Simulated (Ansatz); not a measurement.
`[CH3][Zn-]1[O]C(C(F)(F)F)=CC(C(F)(F)F)=[O+]1` + `BCB(O)F` → `B[CH2][Zn][CH3]` + `O[B-]1(F)OC(C(F)(F)F)=CC(C(F)(F)F)=[O+]1`  (redistribution)

Computed with Ansatz on PBE0-D4/def2-TZVP structures; ΔE is electronic, products minus reactants. CBS: MP2 limit from def2 TZ/QZ plus the TZ coupled-cluster correction, frozen cores. Functionals use def2-TZVPP. For Zn outer-core shells are correlated without core-valence functions, which leaves a few kJ/mol of doubt a bond. Scalar relativity is left out up to krypton. Each species was taken in one conformer, which may not be the lowest.

`[CH3][Zn-]1[O]C(C(F)(F)F)=CC(C(F)(F)F)=[O+]1`:

Cartesian coordinates in Å:
```
C -1.017 1.247 3.475
Zn -0.502 0.616 1.717
O 0.285 -1.057 1.006
C 0.557 -1.296 -0.194
C 1.161 -2.694 -0.414
F 0.308 -3.626 0.004
F 1.440 -2.935 -1.695
F 2.289 -2.815 0.283
C 0.378 -0.464 -1.294
C -0.162 0.812 -1.160
C -0.332 1.679 -2.419
F -1.615 1.995 -2.581
F 0.084 1.063 -3.525
F 0.364 2.807 -2.290
O -0.546 1.380 -0.111
H -0.175 1.180 4.166
H -1.831 0.638 3.873
H -1.350 2.285 3.431
H 0.664 -0.815 -2.272
```

`BCB(O)F`:

Z-matrix (Å, degrees):
```
C
B 1 1.583
B 1 1.544 2 106.5
H 1 1.090 2 108.6 3 123.6
H 1 1.097 2 105.6 3 -117.8
F 2 1.328 1 119.7 3 -109.3
O 2 1.352 1 124.5 3 70.0
H 3 1.200 1 119.9 2 -78.0
H 3 1.196 1 121.7 2 98.6
H 7 0.959 2 113.7 1 -1.4
```

`B[CH2][Zn][CH3]`:

```xyz
11

B     1.485    0.508   -1.356
C     1.196    1.206   -0.063
Zn   -0.312   -0.039    0.372
C    -1.792   -1.156    0.935
H     0.905    0.814   -2.364
H     2.223   -0.441   -1.393
H     1.860    1.073    0.795
H     0.699    2.179   -0.062
H    -1.439   -2.151    1.219
H    -2.515   -1.271    0.124
H    -2.310   -0.721    1.793
```

`O[B-]1(F)OC(C(F)(F)F)=CC(C(F)(F)F)=[O+]1`:

```xyz
18

O    -1.023    1.175    2.180
B    -0.158    1.517    1.151
F     0.382    2.757    1.135
O     1.005    0.500    1.135
C     0.990   -0.539    0.419
C     2.131   -1.513    0.716
F     2.046   -2.599   -0.050
F     3.300   -0.926    0.484
F     2.089   -1.892    1.987
C     0.067   -0.794   -0.580
C    -0.822    0.233   -0.847
C    -1.793    0.159   -2.026
F    -1.686   -1.005   -2.663
F    -3.041    0.290   -1.598
F    -1.532    1.135   -2.889
O    -0.893    1.309   -0.192
H    -1.156    1.889    2.805
H     0.093   -1.695   -1.167
```

CCSD(T)/CBS gives +18.9 kJ/mol.

(1) Another level gave +7.2 kJ/mol. Which?
A. PBE-D4/def2-TZVPP
B. r2SCAN-D4/def2-TZVPP
C. HF/def2-TZVPP
D. ωB97X-V/def2-TZVPP

Largest T1 diagnostic among the species: 0.015.

Results:

(1) B. r2SCAN-D4 7.2, PBE-D4 -0.5, ωB97X-V 17.3, HF/def2-TZVPP 53.4 kJ/mol.

From PBE to PBE0 (25 % exact exchange), in def2-TZVPP and without D4, ΔE moves by +5.6 kJ/mol. In def2-TZVPP, CCSD(T) changes the Hartree–Fock value by −43.6 kJ/mol (the triples alone add −6.5 kJ/mol) and MP2 by −50.6 kJ/mol.
